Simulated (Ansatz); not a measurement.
The cluster Al₆Si₄. The state is a singlet with charge 0. Geometry r2SCAN-D4/def2-SVP.

```xyz
10

Al    1.3521    0.3055   -1.3066
Al   -0.8144   -0.1669   -2.5337
Al   -1.1392   -0.3957    0.1590
Al   -2.7612    1.0807   -1.4690
Al   -0.5913    2.1528   -0.6340
Al    1.2885   -1.4350    0.7611
Si    0.2363   -2.1827   -1.3031
Si    0.8959    1.1568    1.0165
Si    1.9493   -0.0826    2.7729
Si   -0.4160   -0.4329    2.5369
```

Another isomer (singlet) lies 0.33 eV lower at PBE0-D4/def2-TZVP; other spin states weren't run for this one.

**Question.** Estimate the orbital energies around the gap (eV) in Ansatz with PBE-D4/def2-TZVP, r2SCAN-D4/def2-TZVP, PBE0-D4/def2-TZVP.

**Answer.** 
```
orbital  PBE-D4/def2-TZVP  r2SCAN-D4/def2-TZVP  PBE0-D4/def2-TZVP
 HOMO−9             -8.05                -8.33              -9.12
 HOMO−8             -7.37                -7.60              -8.33
 HOMO−7             -6.72                -6.94              -7.55
 HOMO−6             -6.54                -6.80              -7.36
 HOMO−5             -6.06                -6.29              -6.83
 HOMO−4             -5.84                -6.05              -6.59
 HOMO−3             -5.51                -5.67              -6.20
 HOMO−2             -5.11                -5.28              -5.82
 HOMO−1             -5.04                -5.18              -5.67
   HOMO             -4.86                -4.99              -5.48
   LUMO             -4.21                -4.26              -3.68
 LUMO+1             -3.85                -3.88              -3.39
 LUMO+2             -3.47                -3.47              -2.91
 LUMO+3             -3.15                -3.11              -2.58
 LUMO+4             -2.51                -2.43              -1.91
 LUMO+5             -2.37                -2.28              -1.73
```
